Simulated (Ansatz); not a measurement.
Ansatz (a program for electronic structure) input:

Ansatz 0.2 input:
```yaml
crystal:
  periodic: [false, false, false]
  atoms:
    - {symbol: C, position_ang: [-2.17722009, -0.54594961, -0.14292119]}
    - {symbol: C, position_ang: [-1.18240750, 0.44444501, -0.60450740]}
    - {symbol: C, position_ang: [0.04100629, 0.74472785, 0.16513815]}
    - {symbol: C, position_ang: [1.18896549, -0.23781747, -0.16074642]}
    - {symbol: C, position_ang: [2.43720910, 0.05297587, 0.61504722]}
    - {symbol: O, position_ang: [2.57577696, 0.91970835, 1.42936971]}
    - {symbol: H, position_ang: [-2.03914774, -0.77654329, 0.91138652]}
    - {symbol: H, position_ang: [-2.10722218, -1.48379181, -0.70861589]}
    - {symbol: H, position_ang: [-3.19448431, -0.17673912, -0.29257023]}
    - {symbol: H, position_ang: [-1.27862368, 0.83559440, -1.60335955]}
    - {symbol: H, position_ang: [-0.15343958, 0.67915257, 1.23856740]}
    - {symbol: H, position_ang: [0.39867474, 1.75334024, -0.05487120]}
    - {symbol: H, position_ang: [0.88520019, -1.26421404, 0.06217635]}
    - {symbol: H, position_ang: [1.43417204, -0.20227725, -1.22569084]}
    - {symbol: H, position_ang: [3.27289015, -0.63498559, 0.36514329]}
basis:
  gaussian:
    orbitals: def2-TZVP
hamiltonian:
  xc: b3lyp
  dispersion: d3bj
magnetization: {spin_polarized: true, initial_magnetization: 1}
relax: {f_tol: 0.002, max_steps: 150}
```

Problem. Predict the final energy.

Solution. -271.23556 Eh (B3LYP-D3(BJ)/def2-TZVP). The basis has 240 functions.

It need not be the lowest isomer of its formula.
